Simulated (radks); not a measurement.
Question: These are the eigenvalues of the occupied orbitals of an atom or ion with whole-number occupations (eV). All-electron calculation, Dirac Kohn-Sham, B86b exchange with PBE correlation, spin-unpolarised, spherical densities, point nucleus. Program: a radial shooting solver on a logarithmic mesh with Libxc functionals.

1s1/2: -63191.51
2s1/2: -10767.40
2p1/2: -10276.84
2p3/2: -9159.022
3s1/2: -2456.398
3p1/2: -2239.661
3p3/2: -2001.221
3d3/2: -1633.887
3d5/2: -1581.839
4s1/2: -506.0426
4p1/2: -417.8264
4p3/2: -363.6152
4d3/2: -218.7330
4d5/2: -208.8408
5s1/2: -82.2384
5p1/2: -57.6964
5p3/2: -50.6321
4f5/2: -31.6957
4f7/2: -30.1676
5f5/2: -6.2569

Which element is it, and in what charge state? The configuration may be excited. Open shells, if any, fill j = l - 1/2 first.

Answer: Z = 71, lutetium, charge +2: Lu2+ in [Xe] 4f14 5f1. The list shows which subshells hold electrons but not how many an open one holds; the 1s level, -2322.2 hartree, gives Z - s = 68.2 by -(Z - s)^2/2, which with screening and relativity narrows Z to a few neighbours, and the depths of the outer levels then fix element, charge and occupations together.
